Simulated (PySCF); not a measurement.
**Assigning NMR signals**

Atoms are numbered as in `[CH2:1]=[C:2]([CH3:3])[C@@H:4]1[CH2:5][SiH2:6][C@@H:7]1[O:8][CH3:9]`; H(Xn) means a hydrogen on atom n. Ha(C5), Ha(Si6) are cis to C2 on the ring; Ha(C1) is cis to C3; Hb(C5), Hb(Si6) are trans to C2 on the ring; Hb(C1) is trans to C3.

[PySCF 2.14: PBE0/pcSseg-1 with gauge-including orbitals; coordinates at the GFN2-xTB level; one averaged value for each set of equivalent atoms; non-relativistic; no solvent; one computed conformer]

Shifts are taken against calculated references (same method and geometry level): TMS for 13C (σ = 186.93 ppm) and 1H (σ = 31.72 ppm).

(1) Assign these signals to the numbered atoms. 13C{1H} NMR (computed): δ 158.7, 118.0, 77.5, 61.5, 52.9, 22.8, 9.7.

(2) Assign these signals to the numbered atoms. 1H NMR (400 MHz, computed): δ 5.10 (m, 1H), 5.07 (m, 1H), 4.84 (m, 1H), 4.84 (m, 1H), 4.00 (m, 1H), 3.60 (m, 1H), 3.45 (s, 3H), 2.36 (s, 3H), 1.46 (m, 1H), 1.07 (m, 1H).

Results:

(1) 
| δ (ppm) | atoms | environment | reason |
| --- | --- | --- | --- |
| 158.7 | C2 | fully substituted alkene carbon | an sp2 carbon of a C=C bond |
| 118.0 | C1 | terminal =CH2 carbon | as expected for a trigonal carbon in a double bond |
| 77.5 | C7 | sp3 CH bonded to O and Si | deshielded by the electronegative neighbour |
| 61.5 | C9 | methyl carbon bonded to O | pulled downfield by the heteroatom |
| 52.9 | C4 | allylic sp3 CH | aliphatic region, no heteroatom directly attached |
| 22.8 | C3 | allylic methyl carbon | saturated and bonded to C and H only |
| 9.7 | C5 | sp3 CH2 bonded to Si | an electropositive neighbour leaves it electron-rich and shielded |

(2) 
```tsv
δ (ppm)	atoms	environment	reason
5.10	Hb(C1)	hydrogen on a terminal =CH2 carbon	attached to an sp2 carbon and in the plane of the double bond
5.07	Ha(C1)	hydrogen on a terminal =CH2 carbon	–
4.84	Hb(Si6)	hydrogen on a silicon bonded to 2 C, in a 4-membered ring	–
4.84	Ha(Si6)	hydrogen on a silicon bonded to 2 C, in a 4-membered ring	–
4.00	H(C7)	hydrogen on an sp3 CH bonded to O and Si	its carbon carries O, hence the downfield position
3.60	H(C4)	hydrogen on an allylic sp3 CH	–
3.45	H(C9)	hydrogen on a methyl carbon bonded to O	its carbon carries O, an electronegative neighbour
2.36	H(C3)	hydrogen on an allylic methyl carbon	allylic position
1.46	Hb(C5)	hydrogen on an sp3 CH2 bonded to Si	–
1.07	Ha(C5)	hydrogen on an sp3 CH2 bonded to Si	–
```

Hb(C1) and Ha(C1); Hb(Si6) and Ha(Si6) lie closer than the usual error of such a calculation, so a measured spectrum could show them in the other order.

Shifts are as computed. Against solution values, carbons near 30 ppm lie about +3 ppm off and those near 130 ppm about +5 ppm. Of 1211 compounds with measured shifts, 218 miss one by over three times the rms of a fit or turn the order of signals round; such compounds aren't used in these exercises. Multiplicities follow the n + 1 count of equivalent neighbours, as no J values were calculated; m marks all less simple cases, F and P coupling included.
